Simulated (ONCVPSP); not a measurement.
# bismuth (Bi): ONCV pseudisation with PBE, scalar-relativistic reference atom.

```
Element                 : bismuth
Generator               : ONCVPSP 4.0.1
Type                    : optimised norm-conserving Vanderbilt (ONCV)
Functional              : PBE
Relativity              : scalar-relativistic
Frozen core             : [Kr] 4d10 4f14
Valence charge          : 23
Reference configuration : 5s2 5p6 5d10 6s2 6p3
Partial waves           : 5s+6s: rc 1.35 bohr, ncon 4, nbas 8, qcut 7.6 1/bohr, 2 projectors; 5p+6p: rc 1.75 bohr, ncon 5, nbas 9, qcut 7.4 1/bohr, 2 projectors; 5d: rc 1.35 bohr, ncon 5, nbas 9, qcut 13.4 1/bohr, local
Local potential         : the d channel
Core correction         : polynomial model core, fcfact 0.6
```

All-electron outer shells of the reference configuration (PBE, scalar-relativistic, ld1.x):

| shell | level (eV) | outermost node (bohr) | outermost maximum (bohr) |
| --- | --- | --- | --- |
| 4d | -430.06 | 0.19 | 0.38 |
| 5s | -157.79 | 0.44 | 0.77 |
| 4f | -152.59 | – | 0.34 |
| 5p | -95.86 | 0.48 | 0.86 |
| 5d | -27.08 | 0.51 | 1.03 |
| 6s | -14.48 | 0.98 | 1.88 |
| 6p | -4.57 | 1.14 | 2.44 |

Calculated quality:

- Cutoffs needed: 53 Ha and 66 Ha (the cutoffs (Ha) at which the residual kinetic energy of the hardest occupied pseudo-wave falls to 1 and 0.1 mHa per electron)
- Ghost test: no bound ghost flagged; GHOST(+) flagged for p at 76.5 eV
- Largest excitation error: -23 meV (all-electron minus pseudo) for 5s2 5p6 5d10 6s2 6p0, out of 4 test configurations
- rms error of d²Exc/dni dnj: 5.04 mHa without and 1.74 mHa with the model core

Generation and tests took about 5.4 s on one core of a shared server CPU.
